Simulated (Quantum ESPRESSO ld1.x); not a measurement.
Be I, configuration [He] 2s2 (the NIST ground configuration). Method: non-relativistic Kohn-Sham, LDA (Slater exchange, Perdew-Zunger correlation), spin-polarised, spherical densities, point nucleus; computed with ld1.x of Quantum ESPRESSO 7.5.

Unscreened Slater integrals over Kohn-Sham orbitals (eV). They are taken over the spin-up orbitals.

integral,value
"F0(2s,2s)",9.4460
"F0(2s,1s)",13.380
"G0(2s,1s)",0.84872
"F0(1s,1s)",60.601
